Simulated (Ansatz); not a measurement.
Mulliken charges of AlH₅O₃S, SMILES `[OH][Al-]([OH])([OH])[SH2+]` from r2SCAN/def2-TZVPP in Ansatz (PBE0-D4/def2-TZVP geometry).

```json
{"atom": "O1", "x (Å)": "-1.810", "y (Å)": "-0.372", "z (Å)": "-0.492", "charge (e)": "-0.480"}
{"atom": "Al2", "x (Å)": "-0.258", "y (Å)": "-0.465", "z (Å)": "0.221", "charge (e)": "0.649"}
{"atom": "O3", "x (Å)": "-0.102", "y (Å)": "-0.405", "z (Å)": "1.922", "charge (e)": "-0.478"}
{"atom": "O4", "x (Å)": "0.972", "y (Å)": "-1.252", "z (Å)": "-0.673", "charge (e)": "-0.490"}
{"atom": "S5", "x (Å)": "0.426", "y (Å)": "1.929", "z (Å)": "-0.216", "charge (e)": "-0.049"}
{"atom": "H6", "x (Å)": "-2.595", "y (Å)": "-0.310", "z (Å)": "0.048", "charge (e)": "0.190"}
{"atom": "H7", "x (Å)": "0.548", "y (Å)": "-0.940", "z (Å)": "2.373", "charge (e)": "0.191"}
{"atom": "H8", "x (Å)": "0.757", "y (Å)": "-1.741", "z (Å)": "-1.465", "charge (e)": "0.194"}
{"atom": "H9", "x (Å)": "1.747", "y (Å)": "1.688", "z (Å)": "-0.159", "charge (e)": "0.138"}
{"atom": "H10", "x (Å)": "0.399", "y (Å)": "1.817", "z (Å)": "-1.555", "charge (e)": "0.134"}
```

Question: By hand: the dipole of these point charges (1 e Å = 4.8032 D).

Answer: Σ q r = (0.306, 0.490, -0.251) e Å, of length 0.630 e Å = 3.03 D.

Question: How does the dipole of the full density compare? (Estimate.)

Answer: The calculation gave: (0.257, 0.355, -0.226) e Å, 2.37 D; the point charges give 1.28 times that, at 5° from its direction.

Point charges leave out the atoms' own dipoles, such as those of lone pairs, and Mulliken's split depends on the basis, so the two needn't agree.
